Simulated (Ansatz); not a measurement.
Basis sets compared for the cluster Li₃F₃. Charge 0, multiplicity 1. Geometry r2SCAN-D4/def2-TZVP. Ansatz on 4 threads of Arm Neoverse V2 on a shared host; times are rough, and most runs start from earlier orbitals.

```xyz
6

Li   -1.4648   -0.3384    0.6712
Li    0.6323    1.5123    0.1259
Li    0.8314   -1.1747   -0.7968
F    -0.6786   -1.6233   -0.1351
F    -0.8923    1.2609    0.8553
F     1.5720    0.3632   -0.7203
```

The structure comes from a short search, and lower isomers may exist.

Binding counts from free atoms (Li doublet, F doublet) in the same basis, without a counterpoise term.

```
                          level  functions  energy (Eh)  HOMO (eV)  LUMO (eV)  binding per atom (eV)  wall time
                      HF/STO-3G         30    -316.5007     -11.01       3.70                   2.70      0.1 s
                       HF/6-31G         54    -320.9976     -14.28       1.41                   2.82     0.15 s
                PBE-D4/def2-SVP         69    -321.8431      -6.88      -0.76                   3.91      0.5 s
               PBE-D4/def2-TZVP        135    -322.2292      -7.32      -0.79                   3.79      0.7 s
            r2SCAN-D4/def2-TZVP        135    -322.4438      -7.73      -0.13                   3.73      1.3 s
               PBE0-D4/def2-SVP         69    -321.8559      -8.88      -0.22                   3.77     0.55 s
PBE0-D4/def2-TZVP (with forces)        135    -322.2369      -9.29      -0.21                   3.66      1.1 s
```

Question: Estimate the rows for PBE-D4/def2-TZVPD, r2SCAN-D4/def2-TZVPD, PBE0-D4/def2-TZVPD.

Answer: 
```
               level  functions  energy (Eh)  HOMO (eV)  LUMO (eV)  binding per atom (eV)  wall time
   PBE-D4/def2-TZVPD        171    -322.2355      -7.38      -0.82                   3.80     0.95 s
r2SCAN-D4/def2-TZVPD        171    -322.4500      -7.75      -0.19                   3.75      2.1 s
  PBE0-D4/def2-TZVPD        171    -322.2425      -9.32      -0.27                   3.67      1.2 s
```
